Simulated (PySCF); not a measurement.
**Arsenic: a sound run and one with changed settings**

Sound run: As+ [Ar] 3d10 4s2 4p2, As(2+) [Ar] 3d10 4s2 4p1. All numbers are calculated (PySCF 2.14, the non-relativistic Hamiltonian (point nucleus), in 6-31G*). The sound run starts from symmetry-adapted Hartree-Fock orbitals and uses a fine grid where one is needed.

Changed run: 14 angular points. This setting is unsound on purpose.

| species | method | sound run (hartree) | changed run (hartree) | converged |
| --- | --- | --- | --- | --- |
| As+ | UHF | -2233.55463 | -2233.55463 | yes |
| As+ | LDA | -2231.85564 | -2231.85617 | yes |
| As+ | BP86 | -2235.42160 | -2235.42194 | yes |
| As(2+) | UHF | -2232.89181 | -2232.89181 | yes |
| As(2+) | LDA | -2231.16587 | -2231.16550 | yes |
| As(2+) | BP86 | -2234.73343 | -2234.73310 | yes |

Ionisation energy of As+:

```tsv
method	sound run (eV)	changed run (eV)
UHF	18.036	18.036
LDA	18.770	18.794
BP86	18.726	18.744
```

A coarse angular grid integrates products of high-l functions wrongly, so density functionals can shift, and the SCF can exploit the error; Hartree-Fock and MP2 need no grid.

For comparison, NIST gives 18.589 eV between the lowest levels.
